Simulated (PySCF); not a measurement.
GeS (SMILES [S]=[Ge]), singlet, geometry from GFN2-xTB. Base run: B3LYP/STO-3G run with PySCF.

Here is a job for PySCF.
```python
from pyscf import gto, scf, dft

mol = gto.Mole()
mol.atom = '''
    Ge   -0.000000   -0.000000   -0.678348
    S     0.000000    0.000000    1.356695
'''
mol.basis = 'sto-3g'
mol.charge = 0
mol.spin = 0
mol.verbose = 4
mol.build()

mf = dft.RKS(mol)
mf.xc = 'b3lyp'
mf.kernel()
mf.analyze()
```

Variants of this job, named by their change:

| change | ΔE vs base (mEh) | SCF cycles | outcome |
|---|---|---|---|
| base | 0.000 | 11 | converged |
| conv_tol = 1e-6 | 0.000 | 8 | converged |
| DIIS = ADIIS | 0.000 | 18 | converged |
| level_shift = 0.1 (with mf.max_cycle = 100) | 0.000 | 11 | converged |
| conv_tol_grad = 1e-7 | 0.000 | 13 | converged |
| diis = off (with mf.max_cycle = 100) | - | 100 | not converged |
| conv_tol_grad = 1e-3 | 0.000 | 11 | converged |
| conv_tol = 1e-7 | 0.000 | 9 | converged |
| init_guess = mod_huckel | 0.000 | 14 | converged |
| level_shift = 1.0 (with mf.max_cycle = 100) | 0.000 | 54 | converged |
| diis_space = 4 | 0.000 | 10 | converged |
| init_guess = atom | 0.000 | 12 | converged |
| conv_tol = 1e-12 | 0.000 | 12 | converged |
